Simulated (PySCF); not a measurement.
All of these have the formula C2H12OSi3. Computed with PySCF 2.14.0, density-fitted response routines, TDDFT CAM-B3LYP/def2-SVPD, vertical, gas phase, core orbitals frozen in the response. Geometries: GFN2-xTB; one conformer of each isolated species. Triplets are in the Tamm–Dancoff approximation.

A. `C[SiH](C)O[SiH2][SiH3]`
B. `COC[SiH]([SiH3])[SiH3]`
C. `OCC([SiH3])([SiH3])[SiH3]`

Lowest singlet levels (six at most, fewer where fewer were computed) with oscillator strengths:

1. 6.86 eV (f 0.199); 6.97 eV (f 0.012); 7.02 eV (f 0.073); 7.11 eV (f 0.011); 7.19 eV (f 0.008); 7.36 eV (f 0.058); T1 5.85 eV
2. 6.23 eV (f 0.012); 6.84 eV (f 0.002); 7.06 eV (f 0.026); 7.59 eV (f 0.006); 7.84 eV (f 0.020); 7.89 eV (f 0.088); T1 5.61 eV
3. 6.93 eV (f 0.001); 7.60 eV (f 0.009); 7.76 eV (f 0.001); 8.03 eV (f 0.033); 8.06 eV (f 0.011); 8.09 eV (f 0.037); T1 6.65 eV

Task: Which spectrum belongs to which structure?

Result: 1 = B, 2 = A, 3 = C.
- A: S1 at 6.23 eV, HOMO→LUMO (88%); Löwdin shares by element: HOMO silicon 35% or more, oxygen 24%, carbon 8% or more (atoms not listed hold the other 33%); LUMO silicon 59% or more, hydrogen 14% or more (atoms not listed hold the other 27%); HOMO -9.17 and LUMO 0.42 eV.
- B: S1 at 6.86 eV, HOMO-1→LUMO (38%), HOMO→LUMO (27%), HOMO-2→LUMO (20%); Löwdin shares by element: HOMO oxygen 53%, carbon 18%, hydrogen 5% or more (atoms not listed hold the other 24%); LUMO silicon 67%, hydrogen 10% or more (atoms not listed hold the other 22%); HOMO -9.20 and LUMO 0.53 eV.
- C: S1 at 6.93 eV, HOMO→LUMO (58%), HOMO-2→LUMO (28%); Löwdin shares by element: HOMO carbon 38%, oxygen 14%, silicon 11% or more (atoms not listed hold the other 37%); LUMO oxygen 30%, hydrogen 14% or more, carbon 11% or more, silicon 8% or more (atoms not listed hold the other 38%); HOMO -9.38 and LUMO 0.82 eV.
B and C have S1 within 0.07 eV of each other; their strongest listed levels stand at 6.86 eV (f 0.199) and 8.09 eV (f 0.037).
